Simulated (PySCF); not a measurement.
Compound: 2-methoxybenzyl alcohol, C8H10O2.
Bonds: C1–O2, O2–C3, C3–C4 (aromatic), C4–C5 (aromatic), C5–C6 (aromatic), C6–C7 (aromatic), C7–C8 (aromatic), C8–C9, C9–O10, C3–C8 (aromatic). Hydrogens: H11, H12, H13 on C1; H14 on C4; H15 on C5; H16 on C6; H17 on C7; H18, H19 on C9; H20 on O10.

Level of theory: PBE0-D3(BJ)/def2-SVP geometry optimisation, gas phase (PySCF 2.14.0).

Task: What internal coordinates does the optimisation give?

Result: 
```csv
bond,length (pm)
C1–O2,140.2
O2–C3,136.0
C3–C4,139.5
C4–C5,139.7
C5–C6,138.9
C6–C7,139.7
C7–C8,139.1
C8–C9,150.9
C9–O10,140.0
C3–C8,140.8
"C1–H11, C1–H12, C1–H13",110.2
C4–H14,109.0
C5–H15,109.3
C6–H16,109.2
C7–H17,109.4
C9–H18,110.1
C9–H19,111.1
O10–H20,96.5
```

Bonds in one row agree within 1 pm and their mean is given. A selection of angles:
```csv
angle,degrees
C1–O2–C3,119.1
O2–C3–C4,123.7
O2–C3–C8,115.4
C4–C3–C8,120.9
C3–C4–C5,119.5
C4–C5–C6,120.5
C5–C6–C7,119.3
C6–C7–C8,121.6
C7–C8–C9,122.5
C3–C8–C7,118.2
C3–C8–C9,119.4
C8–C9–O10,113.8
H20–O10–C9,105.7
```

Torsions: C1–O2–C3–C4 2° (synperiplanar); C7–C8–C9–O10 124° (anticlinal); H20–O10–C9–C8 58° (synclinal). The mirror-image conformer, all signs reversed, is as good.

The 7 C–C bonds span 1.389 Å (C5–C6, aromatic) to 1.509 Å (C8–C9, drawn single), a spread of 0.120 Å. The C–O distances run from 1.360 Å (O2–C3, drawn single) to 1.402 Å (C1–O2, drawn single), a spread of 0.042 Å. H20 on O10 lies 2.05 Å from O2, 5 bonds away (angle at H 131°; Bondi radii sum to 2.72 Å). The 6-membered ring C3–C4–C5–C6–C7–C8 has internal angles of 118.2° to 121.6° (sum 720°, against 720° for a flat polygon); it is planar, 0.00 Å rms from its mean plane, widest ring torsion 0°. O10 (alcohol oxygen) is bent (angle 105.7°). Of the pairs four or more bonds apart, those above aside, C1···H14 is among the closest relative to their van der Waals radii: 2.52 Å, 87 % of the sum of Bondi's values.

Point group: C1 (no symmetry element, even within 0.4 Å). Not checked by PBE0-D3(BJ)/def2-SVP frequencies. The numbers are those of one conformer (C1–O2–C3–C4 2°, C7–C8–C9–O10 124°, C8–C9–O10–H 58°).
